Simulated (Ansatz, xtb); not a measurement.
**C5H4F2N2: which of two isomers lies lower**

Structure I is `FCc1cnc(F)cn1`, a singlet and structure II is `FC(F)c1ccncn1`, a singlet. Both are isolated molecules in the gas phase, relaxed with PBE-D3(BJ)/def2-SVP; the shapes shown needn't be the lowest conformers.

I (Å):

```tsv
atom	x (Å)	y (Å)	z (Å)
C	-0.3349	-2.2762	-0.2709
C	0.1768	-1.0939	0.5146
C	-0.2738	-0.8094	1.8163
C	1.0892	0.9955	1.8893
C	1.5576	0.7325	0.5848
F	-1.2665	-2.9941	0.4542
F	1.5670	2.0537	2.5532
N	0.1930	0.2483	2.5026
N	1.0931	-0.3176	-0.0950
H	-0.7962	-1.9207	-1.2203
H	0.5173	-2.9401	-0.5419
H	-1.0237	-1.4507	2.3061
H	2.3092	1.3863	0.1100
```

II (Å):

```xyz
13

C    -1.0793    0.1759    0.9733
C     0.2998    0.3592    0.3702
C     1.1922   -0.7215    0.2747
C     2.4392   -0.4416   -0.2978
C     1.8389    1.7367   -0.5894
F    -0.9642   -0.2737    2.2601
F    -1.7691   -0.7721    0.2686
N     2.7727    0.7857   -0.7335
N     0.6127    1.5909   -0.0583
H    -1.6457    1.1331    0.9628
H     0.9213   -1.7260    0.6302
H     3.2012   -1.2334   -0.4114
H     2.1030    2.7494   -0.9448
```

Quicker runs give these differences E(II) − E(I): GFN2-xTB −3.7 kJ/mol; HF/STO-3G −6.1 kJ/mol (at GFN2-xTB geometries); r2SCAN-D4/def2-SVP −16.9 kJ/mol (at GFN2-xTB geometries).

Q: Estimate E(II) − E(I) at the level CCSD(T)/def2-SVP + ΔMP2/def2-TZVPP.

A: Calculated at CCSD(T)/def2-SVP + ΔMP2/def2-TZVPP: E(II) − E(I) = −29.0 kJ/mol, so structure II lies lower.

How the difference moves with the method:

```tsv
level	geometry	E(II) − E(I) (kJ/mol)	departure from the last row (kJ/mol)	job, with rough time for the two
GFN2-xTB	GFN2-xTB	−3.7	+25.3	optimisation, 0.16 s
HF/STO-3G	GFN2-xTB	−6.1	+22.8	single point, 0.54 s
r2SCAN-D4/def2-SVP	GFN2-xTB	−16.9	+12.1	single point, 5.1 s
PBE-D3(BJ)/def2-SVP	PBE-D3(BJ)/def2-SVP	−12.7	+16.2	optimisation, 24 s
HF/def2-SVP	PBE-D3(BJ)/def2-SVP	−38.5	−9.5	part of the CCSD(T) run
MP2/def2-SVP	PBE-D3(BJ)/def2-SVP	−26.2	+2.8	part of the CCSD(T) run
CCSD(T)/def2-SVP	PBE-D3(BJ)/def2-SVP	−29.4	−0.4	single point
CCSD(T)/def2-SVP + ΔMP2/def2-TZVPP	PBE-D3(BJ)/def2-SVP	−29.0		single point, 2.5 min
```

As drawn, both hold the same kinds of bond in the same numbers.

The levels shown agree on the order. The largest departure from CCSD(T)/def2-SVP + ΔMP2/def2-TZVPP is that of GFN2-xTB, 25.3 kJ/mol. The last row adds to CCSD(T) the change of the MP2 difference between the two basis sets, here +0.4 kJ/mol.

With thermal terms from frequencies at re-optimised GFN2-xTB minima (ideal gas, soft modes damped towards free rotors, one conformer each, 298.15 K, 1 atm): the zero-point term adds +0.9 kJ/mol; ΔH is −28.4 and ΔG −27.8 kJ/mol.

The correlated steps freeze 9 core orbitals. Run with Ansatz 0.2.0, xtb 6.7.1; the last row on 4 threads of Arm Neoverse V1 on a shared host.
